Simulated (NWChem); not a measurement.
The numbers come from NWChem runs, not from measurements. System: 1,1,1,3,3-pentafluoropropane (C3H3F5), charge 0, spin multiplicity 1, at a geometry optimised with B3LYP/def2-SVP. Level: RHF/def2-SVP.

Part of the output:

```
             Northwest Computational Chemistry Package (NWChem) 7.3.0
             --------------------------------------------------------

                                NWChem Input Module
                                -------------------

 Scaling coordinates for geometry "geometry" by  1.889725989
 (inverse scale =  0.529177249)

                             Geometry "geometry" -> ""
                             -------------------------

 Output coordinates in angstroms (scale by  1.889725989 to convert to a.u.)

  No.       Tag          Charge          X              Y              Z
 ---- ---------------- ---------- -------------- -------------- --------------
    1 F                    9.0000     2.50181300    -0.82176900    -0.13626800
    2 C                    6.0000     1.42274300    -0.07422700     0.21412500
    3 F                    9.0000     1.59842000     1.17496100    -0.28357900
    4 C                    6.0000     0.17798200    -0.71156600    -0.37756400
    5 C                    6.0000    -1.11885100    -0.04656400     0.03617000
    6 F                    9.0000    -1.22129300     1.20507400    -0.42731900
    7 F                    9.0000    -2.17179400    -0.74004300    -0.42376600
    8 F                    9.0000    -1.22562300     0.00972600     1.37952000
    9 H                    1.0000     1.38644300    -0.00595100     1.31524200
   10 H                    1.0000     0.25465100    -0.68987200    -1.47472600
   11 H                    1.0000     0.13396000    -1.76157800    -0.05419200

 Effective nuclear repulsion energy (a.u.)     433.7869858375

            Nuclear Dipole moment (a.u.)
            ----------------------------
        X                 Y               Z
 ---------------- ---------------- ----------------
     0.0000094486    -0.0000037795     0.0000037795


 Summary of "ao basis" -> "" (spherical)
 ------------------------------------------------------------------------------
       Tag                 Description            Shells   Functions and Types
 ---------------- ------------------------------  ------  ---------------------
 *                          def2-svp                  on all atoms

 Summary of "ao basis" -> "ao basis" (spherical)
 ------------------------------------------------------------------------------
       Tag                 Description            Shells   Functions and Types
 ---------------- ------------------------------  ------  ---------------------
 F                          def2-svp                 6       14   3s2p1d
 C                          def2-svp                 6       14   3s2p1d
 H                          def2-svp                 3        5   2s1p

                                 NWChem SCF Module
                                 -----------------

  ao basis        = "ao basis"
  functions       =   127
  atoms           =    11
  closed shells   =    33
  open shells     =     0
  charge          =   0.00
  wavefunction    = RHF
  use symmetry    = F
  symmetry adapt  = F

 Summary of "ao basis" -> "ao basis" (spherical)
 ------------------------------------------------------------------------------
       Tag                 Description            Shells   Functions and Types
 ---------------- ------------------------------  ------  ---------------------
 F                          def2-svp                 6       14   3s2p1d
 C                          def2-svp                 6       14   3s2p1d
 H                          def2-svp                 3        5   2s1p

 Forming initial guess at       0.1s

      Superposition of Atomic Density Guess
      -------------------------------------

 Sum of atomic energies:        -610.83482544

      Non-variational initial energy
      ------------------------------

 Total energy =    -613.714134
 1-e energy   =   -1712.896228
 2-e energy   =     665.395108
 HOMO         =      -0.378108
 LUMO         =       0.147886

 Starting SCF solution at       2.6s

 ----------------------------------------------
         Quadratically convergent ROHF

 Convergence threshold     :          1.000E-07
 Maximum no. of iterations :          100
 Final Fock-matrix accuracy:          1.000E-09
 ----------------------------------------------

              iter       energy          gnorm     gmax       time
             ----- ------------------- --------- --------- --------
                 1     -611.8678800398  1.96D+00  3.40D-01      3.0
                 2     -612.0596727581  4.44D-01  9.99D-02      3.6
                 3     -612.0761927679  3.04D-02  3.85D-03      4.5
                 4     -612.0762767076  8.77D-04  1.47D-04      5.6
                 5     -612.0762767740  2.63D-07  4.02D-08      7.7
                 6     -612.0762767740  9.05D-09  1.28D-09      8.8

       Final RHF  results
       ------------------

         Total SCF energy =   -612.076276774005
      One-electron energy =  -1713.461980467606
      Two-electron energy =    667.598717856097
 Nuclear repulsion energy =    433.786985837504

        Time for solution =      6.1s

             Final eigenvalues
             -----------------

              1
    1  -26.3471
    2  -26.3456
    3  -26.3433
    4  -26.3193
    5  -26.3167
    6  -11.5290
    7  -11.4364
    8  -11.2925
    9   -1.7234
   10   -1.6556
   11   -1.6245
   12   -1.6233
   13   -1.5907
   14   -1.1140
   15   -0.9747
   16   -0.9128
   17   -0.8427
   18   -0.8417
   19   -0.8236
   20   -0.7930
   21   -0.7753
   22   -0.7402
   23   -0.7273
   24   -0.7214
   25   -0.6863
   26   -0.6803
   27   -0.6769
   28   -0.6628
   29   -0.6461
   30   -0.6377
   31   -0.6016
   32   -0.5850
   33   -0.5415
   34    0.1796
   35    0.1962
   36    0.2245
   37    0.2776
   38    0.3134
   39    0.3471
   40    0.3615
   41    0.3970
   42    0.4182
   43    0.4925

                       ROHF Final Molecular Orbital Analysis
                       -------------------------------------

 Vector   31  Occ=2.000000D+00  E=-6.016358D-01
              MO Center=  3.4D-01, -6.1D-01, -3.2D-01, r^2= 2.3D+00
   Bfn.  Coefficient  Atom+Function         Bfn.  Coefficient  Atom+Function
  ----- ------------  ---------------      ----- ------------  ---------------
   123     -0.343135  11 H  s                47      0.331167   4 C  py
    32     -0.224581   3 F  px               48     -0.209761   4 C  pz
   118      0.207303  10 H  s                35      0.170837   3 F  px
    50      0.155743   4 C  py

 Vector   32  Occ=2.000000D+00  E=-5.850284D-01
              MO Center= -4.1D-01, -2.8D-01, -1.1D-01, r^2= 2.8D+00
   Bfn.  Coefficient  Atom+Function         Bfn.  Coefficient  Atom+Function
  ----- ------------  ---------------      ----- ------------  ---------------
    60     -0.275753   5 C  px               46      0.260538   4 C  px
    74     -0.206285   6 F  px               88     -0.206853   7 F  px
   102     -0.206642   8 F  px               48     -0.186551   4 C  pz
   118      0.176483  10 H  s                47     -0.168715   4 C  py
     4     -0.160825   1 F  px               91      0.157362   7 F  px

 Vector   33  Occ=2.000000D+00  E=-5.415412D-01
              MO Center=  1.2D+00, -1.6D-01,  7.3D-02, r^2= 2.3D+00
   Bfn.  Coefficient  Atom+Function         Bfn.  Coefficient  Atom+Function
  ----- ------------  ---------------      ----- ------------  ---------------
    20      0.298813   2 C  pz              113      0.296653   9 H  s
    34      0.243591   3 F  pz               46     -0.242463   4 C  px
     6      0.236890   1 F  pz               18      0.185505   2 C  px
    37     -0.184279   3 F  pz                9     -0.181819   1 F  pz
    48     -0.174610   4 C  pz

 Vector   34  Occ=0.000000D+00  E= 1.795868D-01
              MO Center=  2.9D-01, -1.5D+00, -1.9D-01, r^2= 4.6D+00
   Bfn.  Coefficient  Atom+Function         Bfn.  Coefficient  Atom+Function
  ----- ------------  ---------------      ----- ------------  ---------------
    45      2.623882   4 C  s               124     -1.826433  11 H  s
   119     -1.183937  10 H  s               114     -0.750186   9 H  s
    50     -0.657803   4 C  py               59     -0.546888   5 C  s
    23      0.426926   2 C  pz               51     -0.253091   4 C  pz
    17      0.251500   2 C  s                47     -0.188030   4 C  py

 Vector   35  Occ=0.000000D+00  E= 1.962084D-01
              MO Center=  8.9D-01, -3.1D-01,  1.0D-01, r^2= 6.1D+00
   Bfn.  Coefficient  Atom+Function         Bfn.  Coefficient  Atom+Function
  ----- ------------  ---------------      ----- ------------  ---------------
   114     -1.722593   9 H  s               119      1.608244  10 H  s
    17      1.582625   2 C  s                45     -1.512007   4 C  s
    23      0.612010   2 C  pz               51      0.574696   4 C  pz
    21     -0.378108   2 C  px               50     -0.291271   4 C  py
    49     -0.257579   4 C  px               20      0.219277   2 C  pz

 Vector   36  Occ=0.000000D+00  E= 2.244774D-01
              MO Center=  5.4D-01, -9.1D-01,  7.8D-02, r^2= 5.5D+00
   Bfn.  Coefficient  Atom+Function         Bfn.  Coefficient  Atom+Function
  ----- ------------  ---------------      ----- ------------  ---------------
   124     -1.515068  11 H  s               114      1.444408   9 H  s
   119      1.316303  10 H  s                17     -1.230353   2 C  s
    51      1.020736   4 C  pz               23     -0.704572   2 C  pz
    50     -0.633404   4 C  py               45      0.331193   4 C  s
    21      0.223931   2 C  px               48      0.182507   4 C  pz

 center of mass
 --------------
 x =  -0.03213294 y =   0.04603619 z =   0.00451821

 moments of inertia (a.u.)
 ------------------
         492.378686652092          12.715632229399          57.099481258223
          12.715632229399        1452.503797457039          13.049361965393
          57.099481258223          13.049361965393        1579.699998657818

  Mulliken analysis of the total density
  --------------------------------------

    Atom       Charge   Shell Charges
 -----------   ------   -------------------------------------------------------
    1 F    9     9.35   1.99  1.12  0.81  3.34  2.07  0.01
    2 C    6     5.33   1.99  0.90  0.08  1.84  0.38  0.13
    3 F    9     9.34   1.99  1.12  0.81  3.34  2.07  0.01
    4 C    6     6.22   1.99  0.88  0.28  2.11  0.91  0.04
    5 C    6     5.12   1.99  0.91 -0.01  1.75  0.29  0.20
    6 F    9     9.29   1.99  1.13  0.80  3.34  2.02  0.01
    7 F    9     9.30   1.99  1.13  0.80  3.34  2.03  0.01
    8 F    9     9.31   1.99  1.13  0.81  3.34  2.04  0.01
    9 H    1     0.95   0.77  0.15  0.02
   10 H    1     0.90   0.74  0.13  0.03
   11 H    1     0.90   0.74  0.13  0.03

       Multipole analysis of the density wrt the origin
       ------------------------------------------------

     L   x y z        total         open         nuclear
     -   - - -        -----         ----         -------
     0   0 0 0     -0.000000      0.000000     66.000000

     1   1 0 0      0.061492      0.000000      0.000009
     1   0 1 0     -0.692933      0.000000     -0.000004
     1   0 0 1      0.138789      0.000000      0.000004

     2   2 0 0    -37.990840      0.000000    609.119811
     2   1 1 0     -0.092838      0.000000     -7.104070
     2   1 0 1      1.615876      0.000000    -24.148278
     2   0 2 0    -33.034036      0.000000    154.146180
     2   0 1 1      0.565527      0.000000     -3.823786
     2   0 0 2    -30.877358      0.000000     94.004892

 Task  times  cpu:        8.8s     wall:        8.8s

 Total times  cpu:        8.8s     wall:        8.8s
```

### Question
Write an NWChem input that would produce this output.

### Answer
This is not unique; one that fits is 
```
start mol
memory heap 200 mb stack 900 mb global 1100 mb
geometry units angstroms nocenter noautoz noautosym
  F      2.501813    -0.821769    -0.136268
  C      1.422743    -0.074227     0.214125
  F      1.598420     1.174961    -0.283579
  C      0.177982    -0.711566    -0.377564
  C     -1.118851    -0.046564     0.036170
  F     -1.221293     1.205074    -0.427319
  F     -2.171794    -0.740043    -0.423766
  F     -1.225623     0.009726     1.379520
  H      1.386443    -0.005951     1.315242
  H      0.254651    -0.689872    -1.474726
  H      0.133960    -1.761578    -0.054192
end
basis spherical
  * library def2-svp
end
scf
  rhf
  nopen 0
  maxiter 100
  thresh 1e-7
  semidirect memsize 60000000 filesize 0
end
task scf energy
```
